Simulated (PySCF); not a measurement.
A PySCF script (with the pyscf-properties extension) for the NMR shieldings of SMILES CBBC1([SiH2]S[SiH3])CC1, C4H14B2SSi2, on a GFN2-xTB geometry:

```python
import basis_set_exchange as bse
import numpy as np
from pyscf import gto, dft
from pyscf.prop import nmr

atoms = """
C    -3.023388    0.676894   -0.950236
B    -2.465150   -0.581488   -0.170258
B    -0.899779   -1.027181   -0.287406
C     0.215608   -0.382653    0.607798
Si    0.624902    1.387807    0.091891
S     0.907073    1.577125   -2.033141
Si    2.526644    0.226353   -2.429532
C     1.351538   -1.182986    1.194000
C     0.296577   -0.625334    2.093942
H    -2.299894    1.171602   -1.593599
H    -3.884657    0.406472   -1.560098
H    -3.389473    1.413179   -0.234526
H    -3.263442   -1.151647    0.483187
H    -0.525883   -1.807867   -1.089435
H     1.869544    1.808067    0.742393
H    -0.455196    2.327541    0.365601
H     2.808609    0.448867   -3.837024
H     3.651141    0.599313   -1.576455
H     2.098907   -1.137565   -2.148641
H     2.342496   -0.750870    1.245445
H     1.361382   -2.250099    1.020348
H     0.564622    0.190246    2.751331
H    -0.416935   -1.308794    2.531801
"""
names = dict.fromkeys(["C", "B", "Si", "S", "H"], "pcSseg-1")
basis = {el: gto.basis.parse(bse.get_basis(n, elements=[el], fmt="nwchem")) for el, n in names.items()}
mol = gto.M(atom=atoms, basis=basis, charge=0, verbose=0)
mf = dft.RKS(mol, xc="PBE0")
mf.grids.level = 2
mf.grids.alignment = dft.numint.BLKSIZE   # the property module wants whole blocks of grid points
mf.conv_tol = 1e-9
mf.kernel()

calc = nmr.RKS(mf)   # GIAO
C = mf.mo_coeff
Co = C[:, mf.mo_occ > 0]
resp = mf.gen_response(singlet=True, hermi=2)
def vind(x):   # induced exchange potential for any number of trial vectors
    d = np.einsum("pi,xij,qj->xpq", C, 2 * x.reshape(-1, C.shape[1], Co.shape[1]), Co, optimize=True)
    return np.einsum("xpq,pi,qj->xij", resp(d - d.transpose(0, 2, 1)), C, Co, optimize=True).ravel()
mo1, _ = nmr.rhf.solve_mo1(calc, with_cphf=vind)
sigma = calc.kernel(mo1)
for i, s in enumerate(sigma):   # ppm
    print("%2d %-2s %9.2f" % (i, mol.atom_pure_symbol(i), np.trace(s) / 3))
```

Q: What does it print?

A: 
```
 0 C     171.30
 1 B      -5.88
 2 B      -4.39
 3 C     174.74
 4 Si    364.07
 5 S     796.97
 6 Si    405.77
 7 C     171.33
 8 C     176.95
 9 H      29.56
10 H      30.49
11 H      30.62
12 H      22.09
13 H      22.16
14 H      27.33
15 H      26.53
16 H      27.00
17 H      26.98
18 H      26.69
19 H      30.76
20 H      30.85
21 H      30.99
22 H      30.95
```

These numbers come from an equivalent density-fitted implementation of the same equations, which agrees with the script to about 0.01 ppm for H and up to a few tenths of a ppm for heavy atoms, so last digits may differ.

Size and cost of the density-fitted run: 244 basis functions, 61 s wall time on 1 thread of an Arm Neoverse V2, shared host; peak memory 1.1 GiB.
